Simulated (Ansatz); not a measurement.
The molecule SbO, multiplicity 2 (lowest of 2S+1 = 2, 4 at CCSD(T)/def2-TZVPP on PBE0 minima; our sources give no spin for the ground state, which may be another). No spin–orbit coupling.

The constants come from a fifth-degree fit in 1/R (seven points, main isotopes). Runs in def2 and cc sets follow the lowest solution found near the PBE0 minimum.

Correlated levels freeze the inner cores; with def2 sets outer-core shells near the valence are correlated too.

The values were computed with Ansatz (an electronic-structure program) with Gaussian orbitals. Each number belongs to the level named beside it. In def2 rows elements past Kr take small-core potentials, without spin–orbit coupling.

Problem. What bond length and harmonic frequency does wB97X-V/def2-TZVPP give?

Solution. r_e = 1.797 Å, ω_e = 919 cm⁻¹.

Problem. What bond length and harmonic frequency does CCSD/def2-QZVPP give?

Solution. r_e = 1.801 Å, ω_e = 892 cm⁻¹.

Problem. What bond length and harmonic frequency does CCSD(T)/def2-QZVPP give?

Solution. r_e = 1.822 Å, ω_e = 828 cm⁻¹.
